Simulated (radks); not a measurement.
The numbers below are computed, except where a source is named.
Neutral osmium inside a hard spherical wall (all orbitals vanish at R), configuration held at [Xe] 4f14 5d6 6s2 and not refilled when levels cross. Code: a radial shooting solver on a logarithmic mesh with Libxc functionals. Model: scalar-relativistic Kohn-Sham, r2SCAN, spin-polarised, spherical densities, finite nucleus; open shells are filled with parallel spins first (spin-orbit coupling, left out, can overturn this in heavy ions); meta-GGA in the generalised Kohn-Sham scheme; Fermi nuclear charge, rms radius 5.4126 fm. Eigenvalues in eV for spin up, with the zero of energy where the potential of the charges vanishes at infinity; a dash marks a level that is unbound or too diffuse for the functional's potential to be trusted. A positive occupied level is held by the wall or, in an anion where self-interaction has pushed it up, behind a barrier. The pressure on the wall is -dE/dV.

| R (bohr) | E (hartree) | kinetic (hartree) | e(5p) | e(4f) | e(5d) | e(6s) | e(6p, empty) | e(7s, empty) | pressure (GPa) |
|---|---|---|---|---|---|---|---|---|---|
| free | -17252.7326 | 19115.910 | -53.407 | -52.641 | -7.703 | -7.013 | -1.174 | - | 0 |
| 20 | -17252.7326 | 19115.910 | -53.407 | -52.641 | -7.703 | -7.013 | -1.173 | - | < 0.0001 |
| 15 | -17252.7326 | 19115.910 | -53.407 | -52.641 | -7.703 | -7.013 | -1.170 | 0.636 | < 0.0001 |
| 12 | -17252.7326 | 19115.910 | -53.405 | -52.640 | -7.702 | -7.011 | -1.151 | 1.225 | 0.000303 |
| 8 | -17252.7301 | 19115.934 | -53.268 | -52.503 | -7.574 | -6.897 | -0.780 | 4.620 | 0.118 |
| 6 | -17252.6995 | 19116.147 | -52.418 | -51.633 | -6.803 | -6.119 | 0.811 | 12.192 | 2.77 |
| 5 | -17252.6087 | 19116.652 | -50.882 | -50.005 | -5.424 | -4.492 | 3.617 | 22.551 | 15.7 |
| 3.5 | -17251.6748 | 19120.753 | -43.188 | -41.182 | 2.117 | 7.070 | 20.729 | 72.013 | 315 |
| 3 | -17250.3517 | 19126.017 | -36.834 | -33.390 | 9.294 | 20.374 | 38.779 | 116.41 | 1060 |
| 2.5 | -17246.8199 | 19139.527 | -25.031 | -18.803 | 23.973 | 50.826 | 77.437 | 202.32 | 4320 |
| 1.5 | -17190.7831 | 19327.330 | 86.775 | 85.100 | 166.31 | 371.35 | 436.78 | 887.14 | 185000 |
